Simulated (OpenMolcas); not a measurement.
Ti2+.

```
Program             : OpenMolcas
Method              : CASSCF
Basis               : ANO-L-VTZP [6s5p3d2f1g]
Scalar Hamiltonian  : non-relativistic, point nucleus
Active space        : 2 electrons in 5 orbitals (3d)
State averaging     : 2S+1 = 3 even, 10 roots; 2S+1 = 1 even, 15 roots
Spin-orbit coupling : RASSI with atomic mean-field integrals over the reference wave functions, term energies averaged over their components
```

Levels without dynamic correlation, in cm⁻¹ above 3d² ³F₂:

| Level | E |
| --- | --- |
| 3d² ¹D₂ | 11332 |
| 3d² ³P₀ | 13559 |
| 3d² ¹G₄ | 17470 |
| 3d² ¹S₀ | 42369 |

On this reference, SS-CASPT2, IPEA 0.25 Eh, imaginary shift 0.1 Eh (closed shells correlated: 3s 3p) puts 3d² ¹D₂ at 8120 cm⁻¹.

Estimate the other levels at that method by one scale factor, and say how well it serves.

The factor is 8120 / 11332 = 0.717. Scaled values beside those that SS-CASPT2 gives and measured ones (Corliss and Sugar, J. Phys. Chem. Ref. Data 8, 1 (1979)):
| Level | Scaled | SS-CASPT2 | Miss (%) | Measured |
| --- | --- | --- | --- | --- |
| 3d² ³P₀ | 9722 | 11390 | -14.6 | 10538 |
| 3d² ¹G₄ | 12526 | 15190 | -17.5 | 14398 |
| 3d² ¹S₀ | 30379 | 32960 | -7.8 | 32476 |
For these levels the scaled values miss SS-CASPT2 by up to 17.5 %, as correlation changes each term by its own factor, spin-orbit parts do not scale and CASPT2 has its own spread within terms. This holds within one configuration; levels of others move differently, and the target method has errors of its own against measurement.

CASPT2 breaks the degeneracy within a term, and the mean is taken; among the terms shown or strongly mixed into the levels shown the widest spread is 710 cm-1 (3d² ¹G, SS-CASPT2). Without dynamic correlation excited terms often stand tens of per cent too high (terms of higher spin than the ground term too low), and those without a measured partner can miss by more than the paired ones (holds for CASSCF). Computed and measured levels are paired by configuration, term and J; levels that our copy of the source lacks, or whose pairing is in doubt (as where it misses far off the trend of its configuration), stay unpaired and out of the deviations. Levels of configurations outside the active space are missing.
